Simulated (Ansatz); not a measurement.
C3H5F3O, SMILES `FCOCC(F)F`, charge 0, multiplicity 1.

**Question.** Give a relaxed structure at PBE0-D4/def2-TZVP (Ansatz 0.2.0). (Best estimate.)

**Answer.** The calculation gave: 
Z-matrix (Å, degrees):
```
C
O 1 1.372
F 1 1.381 2 110.4
H 1 1.091 2 107.0 3 117.3
H 1 1.094 2 112.7 3 -119.2
C 2 1.407 1 115.3 3 73.8
C 6 1.510 2 112.0 1 97.9
H 6 1.095 2 111.8 1 -24.9
H 6 1.093 2 107.8 1 -143.4
F 7 1.360 6 110.6 2 -60.7
F 7 1.352 6 110.8 2 58.1
H 7 1.096 6 111.6 2 179.0
```
This is one stationary point; other conformers may exist.
